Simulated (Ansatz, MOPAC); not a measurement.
Molecule: KO, net charge 0, doublet state. SMILES: [O][K]
Geometry: optimised at B3LYP-D3(BJ)/def2-TZVP (Ansatz, a program for electronic structure).

Quantity: vertical ionisation energy to the triplet, in eV. Set-up: 6-311+G** with 5d; valence correlation only (noble-gas shells and the d and f shells of earlier blocks; the outer core of K, Ca and congeners matters and is frozen too); UHF or UKS for open shells; 6-31G* and kin with 6d, 5d where marked; no spin-orbit coupling; non-relativistic; LANL2DZ with its own core potentials from Na on; PM7 with its own dispersion and hydrogen-bond terms; each state is the SCF solution reached for its charge and spin. Ab initio and DFT rows: single points at B3LYP-D3(BJ) geometries (Ansatz). Semi-empirical rows: differences of heats of formation at the shared geometry for vertical values.

```csv
level,program,vertical ionisation energy to the triplet (eV)
PM3,MOPAC,7.28
PM7,MOPAC,8.02
MNDO,MOPAC,5.88
HF/6-31G*,Ansatz,5.48
B3LYP/3-21G,Ansatz,6.15
B3LYP/6-31G*,Ansatz,7.67
B3LYP/6-31G* with LANL2DZ past Ar,Ansatz,6.77
MP2/6-311+G**,Ansatz,7.15
PBE0/def2-TZVPD,Ansatz,7.55
```

No value to compare with is used here. The 8 habitual levels span 5.48 (HF/6-31G*) to 8.02 eV (PM7); PBE0/def2-TZVPD gives 7.55.

The levels are drawn from those run, B3LYP/6-31G* more often than the rest, none by its result; left out are runs that failed, that the program found above a lower state of the same kind, or whose <S^2> lies over 0.5 above the pure value.
